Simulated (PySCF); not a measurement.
These compounds are isomers of formula C7H11P.

A. `C1=CCP(C2CC2)C1`
B. `C=C/C(C)=P/C1CC1`
C. `Cp1cc(C)c(C)c1`
D. `C1=CCP(CC=C)C1`

Spectrum 1. 1H NMR (400 MHz, computed): δ 7.29 (m, 1H), 5.57 (m, 1H), 5.32 (m, 1H), 2.64 (m, 3H), 1.18 (m, 1H), 1.02 (m, 2H), 0.53 (m, 2H). 13C{1H} NMR (computed): δ 214.2 (C), 149.9 (CH), 116.1 (CH2), 21.2 (CH3), 14.0 (CH), 8.3 (CH2).

Spectrum 2. 1H NMR (400 MHz, computed): δ 6.13 (m, 1H), 6.04 (m, 2H), 5.33 (m, 1H), 5.18 (m, 1H), 2.50 (m, 4H), 2.14 (m, 2H). 13C{1H} NMR (computed): δ 144.1 (CH), 136.9 (CH), 122.9 (CH2), 39.1 (CH2), 36.5 (CH2).

Spectrum 3. 1H NMR (400 MHz, computed): δ 6.15 (m, 2H), 2.64 (m, 4H), 0.81 (m, 1H), 0.61 (m, 2H), 0.32 (m, 2H). 13C{1H} NMR (computed): δ 137.3 (CH), 38.8 (CH2), 13.2 (CH), 5.5 (CH2).

Spectrum 4. 1H NMR (400 MHz, computed): δ 6.61 (m, 2H), 2.23 (s, 6H), 1.22 (m, 3H). 13C{1H} NMR (computed): δ 154.8 (C), 144.2 (CH), 20.5 (CH3), 13.3 (CH3).

- GIAO PBE0/pcSseg-1 shieldings
- geometry: GFN2-xTB
- run in PySCF 2.14.0 with density-fitted response routines
- isolated molecule, single conformer, fast rotation and ring inversion assumed for equivalent nuclei, non-relativistic Hamiltonian

Chemical shifts δ = σref − σ; 1H and 13C against TMS, all at this level. Splittings of carbon signals by F and P are missing where no couplings were computed. Where no couplings were computed, multiplicities follow the n + 1 count of equivalent neighbours, and m marks all less simple cases (inequivalent or close neighbours, rings, F or P nearby). Shifts are as computed. Against solution values, carbons near 30 ppm lie about +3 ppm off and those near 130 ppm about +5 ppm. Of 1211 compounds with measured shifts, 218 miss one by over three times the rms of a fit or turn the order of signals round; such compounds aren't used in these exercises.

Q: Which spectrum belongs to which compound?

A: 1–B, 2–D, 3–A, 4–C.

- Spectrum 1 (B): 6 13C signals; δC 149.9 is an alkene CH; δC 116.1 is a terminal =CH2 carbon.
- Spectrum 2 (D): 5 13C signals; δC 144.1 is an alkene CH; δC 136.9 is an alkene CH.
- Spectrum 3 (A): 4 13C signals; δC 137.3 is an alkene CH; δC 13.2 is a three-membered-ring carbon.
- Spectrum 4 (C): 4 13C signals; δC 20.5 is a methyl carbon on an unsaturated ring; δC 154.8 is a unsaturated ring carbon.
